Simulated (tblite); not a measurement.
Compound: C5H7ClN2Si.
Numbering: `[CH3:1][c:2]1[cH:3][n:4][n:5][c:6]([SiH3:7])[c:8]1[Cl:9]` (hydrogens: H10, H11, H12 on C1; H13 on C3; H14, H15, H16 on Si7)

Computed with GFN2-xTB (tblite): harmonic, unscaled wavenumbers at the GFN2-xTB geometry, gas phase. The method is semi-empirical: single wavenumbers can be off by several per cent or more. Modes of hydrogen on silicon can be 10 to 20 % off.

Harmonic wavenumbers (cm⁻¹): 73.9, 79.2, 127.4, 133.1, 176.6, 214.7, 215.7, 356.5, 364.3, 427.4, 470.5, 507.3, 538.2, 577.7, 578.3, 723.7, 755.2, 762.9, 773.3, 786.0, 876.8, 911.9, 1012.8, 1021.4, 1062.7, 1146.3, 1210.5, 1274.2, 1338.1, 1384.7, 1398.7, 1458.2, 1460.6, 1489.3, 1536.7, 2251.9, 2255.0, 2345.7, 3010.0, 3024.0, 3052.5, 3063.6.

A = 1556, B = 1167, C = 674.7 MHz; mass 158.007 u (most abundant isotopes); point group Cs, symmetry number 1.

Zero-point energy?

½Σν̃ = 23114 cm⁻¹ = 66.09 kcal/mol.

What is S at 273.15 K and 1 bar for an ideal gas of classical rigid rotors and harmonic oscillators?

Translation 40.67, rotation 29.69, vibration 25.64: S = 96.0 cal/(mol K).

And Cp and H(273.15 K) − H(0)?

Cp = 36.20 cal/(mol K), of which vibrations give 28.26 (their classical limit is 42 R = 83.5); H(273.15 K) − H(0) = 6.04 kcal/mol without the zero-point energy, 3.87 from vibrations.

Blend soft modes into free rotors: weight 1/[1 + (100 cm⁻¹/ν̃)⁴] for the oscillator and the rest for a rotor with moment μB/(μ + B), μ = h/(8π²ν), B = 10⁻⁴⁴ kg m². What vibrational entropy results?

24.38 cal/(mol K) in place of 25.64, which changes −T·S at 273.15 K by +0.35 kcal/mol.

Which modes carry the vibrational entropy at 273.15 K?

73.9 cm⁻¹: 3.87; 79.2 cm⁻¹: 3.74; 127.4 cm⁻¹: 2.82; 133.1 cm⁻¹: 2.73; 176.6 cm⁻¹: 2.20; 214.7 cm⁻¹: 1.85 cal/(mol K); the other 36 give 8.43 together.

What must be added to the electronic energy to get the Gibbs energy at 273.15 K and 1 bar?

ZPE + [H(273.15 K) − H(0)] − T·S = 66.09 + 6.04 − 26.22 = 45.91 kcal/mol.

Hindered rotation and anharmonicity are outside this model.

Hardware: one thread of an Intel Xeon at 2.50 GHz, no GPU (shared host). Cost: 2.3 s of wall time. This covers the Hessian and the dipole derivatives.
